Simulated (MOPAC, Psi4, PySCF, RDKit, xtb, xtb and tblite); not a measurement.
Two geometries of SMILES OC(=O)[SiH2]C (C2H6O2Si), relaxed at GFN2-xTB with one dihedral held; other torsions can differ between them too.

Structure A

```
11

C     -1.7685    -0.0603     0.3139
Si    -0.2304     0.4775    -0.6458
C      1.3059    -0.1059     0.3605
O      1.4805     0.2544     1.4946
O      2.2035    -0.9342    -0.2205
H     -1.7254     0.3098     1.3353
H     -2.6749     0.3248    -0.1448
H     -1.8558    -1.1434     0.3614
H     -0.1366    -0.1816    -1.9630
H     -0.1318     1.9282    -0.7886
H      1.9630    -1.1557    -1.1283
```

Structure B

```
11

C     -1.6200    -0.3090     0.1725
Si    -0.2008     0.7421    -0.5101
C      1.4583     0.2023     0.2883
O      2.3970     0.9322     0.4718
O      1.6106    -1.1542     0.2840
H     -1.8187    -0.0798     1.2163
H     -2.5356    -0.1306    -0.3834
H     -1.3912    -1.3695     0.1079
H      0.0328     0.4499    -1.9325
H     -0.3718     2.1774    -0.2938
H      2.3950    -1.4270    -0.2083
```

**Question.** Which is lower in energy at the level DF-MP2 (frozen core)/cc-pVTZ // GFN2-xTB (Psi4), and by how much?

**Answer.** A is lower, by 4.41 kcal/mol (dihedral Si2–C3–O5–H11: 0° in A, 120° in B).

E(B) − E(A) in kcal/mol at the other levels, on the same two geometries: GFN2-xTB (xtb and tblite) 1.53; MMFF94 // GFN2-xTB (RDKit) 5.56; PBE0/def2-TZVP // GFN2-xTB (Psi4) 4.83; PBE0-D3(BJ)/def2-TZVP // GFN2-xTB (Psi4) 4.87; PBE/def2-TZVP // GFN2-xTB (Psi4) 5.36; PBE-D3(BJ)/def2-TZVP // GFN2-xTB (Psi4) 5.42; r2SCAN/def2-TZVP // GFN2-xTB (Psi4) 5.25; HF/cc-pVTZ // GFN2-xTB (Psi4) 3.28; UFF // GFN2-xTB (RDKit) 9.13; PM3, restricted, heats of formation // GFN2-xTB (MOPAC) 1.89; AM1, restricted, heats of formation // GFN2-xTB (MOPAC) -3.25; GFN1-xTB // GFN2-xTB (xtb) -1.32; restricted B3LYP/6-31G*, spherical d // GFN2-xTB (PySCF) 4.18; restricted B3LYP/3-21G // GFN2-xTB (PySCF) 1.80; restricted Hartree-Fock/6-31G*, spherical d // GFN2-xTB (PySCF) 2.53; restricted B3LYP/LANL2DZ, with its core potentials past Ne // GFN2-xTB (PySCF) 2.67.
